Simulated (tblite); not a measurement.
C₆H₁₁B.
SMILES with atom numbers: `[BH2:1]/[C:2](=[CH:3]\[CH3:4])[C:5](=[CH2:6])[CH3:7]` (hydrogens: H8, H9 on B1; H10 on C3; H11, H12, H13 on C4; H14, H15 on C6; H16, H17, H18 on C7)

Computed with GFN2-xTB (tblite), gas phase: Langevin dynamics at 200 K from the optimised GFN2-xTB geometry, time step 0.5 fs, friction 0.01 fs⁻¹, 2000 steps.

Start geometry:
```
atom  x, y, z in Å
B1      0.659    1.250    1.296
C2      0.200    0.290    0.166
C3      1.042   -0.282   -0.716
C4      2.520   -0.113   -0.758
C5     -1.243   -0.027    0.092
C6     -2.145    0.878    0.459
C7     -1.668   -1.376   -0.416
H8      0.141    1.192    2.343
H9      1.510    2.036    1.130
H10     0.661   -0.964   -1.467
H11     2.849    0.714   -0.136
H12     3.006   -1.023   -0.401
H13     2.849    0.047   -1.785
H14    -3.204    0.681    0.414
H15    -1.854    1.856    0.805
H16    -1.551   -1.435   -1.498
H17    -1.065   -2.163    0.034
H18    -2.714   -1.556   -0.182
```

The statistics below take the 31 frames saved every 25 fs from 250 to 1000 fs; their kinetic temperature (all 3N coordinates) averages 173 K.

Task: How do the bond lengths spread?

Result: 
```csv
bond,start (Å),mean (Å),standard deviation (Å),shortest (Å),longest (Å)
B1–C2,1.552,1.552,0.023,1.505,1.595
C2=C3,1.346,1.347,0.011,1.330,1.372
C3–C4,1.488,1.492,0.026,1.441,1.563
C2–C5,1.480,1.487,0.026,1.438,1.552
C5=C6,1.330,1.326,0.011,1.297,1.344
C5–C7,1.502,1.508,0.029,1.451,1.558
B1–H8,1.170,1.180,0.022,1.143,1.239
B1–H9,1.170,1.157,0.014,1.129,1.190
C3–H10,1.084,1.088,0.021,1.048,1.135
C4–H11,1.086,1.091,0.025,1.052,1.173
C4–H12,1.092,1.093,0.025,1.050,1.138
C4–H13,1.090,1.092,0.028,1.050,1.147
C6–H14,1.077,1.080,0.019,1.047,1.124
C6–H15,1.077,1.080,0.027,1.032,1.130
C7–H16,1.090,1.091,0.022,1.054,1.148
C7–H17,1.089,1.091,0.022,1.049,1.130
C7–H18,1.087,1.093,0.025,1.050,1.133
```

Task: Give the same statistics for bond angles, one of each kind among heavy atoms.

Result: 
```csv
angle,start (°),mean (°),standard deviation (°),smallest (°),largest (°)
B1–C2–C3,123.7,125.2,3.1,116.9,131.6
B1–C2–C5,117.2,116.9,2.6,111.8,123.0
C3–C2–C5,119.1,117.4,2.4,110.8,121.4
C2–C3–C4,126.2,126.9,3.0,120.4,134.5
C2–C5–C6,120.1,121.3,3.4,114.9,129.5
C2–C5–C7,119.0,116.1,3.5,109.1,123.2
C6–C5–C7,120.9,122.4,2.8,117.2,127.2
```

Task: How far does each atom move about its mean position (frames aligned on the start, all atoms weighted alike), and what rms force does it feel?

Result: 
```tsv
atom	rms displacement (Å)	rms force (eV/Å)
B1	0.31	1.07
C2	0.11	1.10
C3	0.18	1.25
C4	0.17	1.59
C5	0.08	1.36
C6	0.30	1.26
C7	0.27	1.52
H8	0.64	0.57
H9	0.55	0.56
H10	0.39	0.72
H11	0.86	0.85
H12	1.01	0.87
H13	0.86	0.94
H14	0.36	0.70
H15	0.53	0.95
H16	0.58	0.79
H17	0.56	0.82
H18	0.44	0.82
```

The displacements run from 0.08 to 1.01 Å, the largest at H12.

Task: How widely does the potential energy scatter, against a harmonic estimate?

Result: Mean 0.39 eV above the start, standard deviation 0.049 eV, range 0.31 to 0.55 eV. For 48 classical harmonic modes at 200 K the canonical values are 48kT/2 = 0.41 eV and kT·√(48/2) = 0.084 eV.

The run is classical and short, so these are rough statistics of one trajectory.

What follows is the cost of the whole dynamics run. On Arm Neoverse V2, one thread, on a shared host, this took 8.8 s wall and 0.18 GiB of memory at its peak.
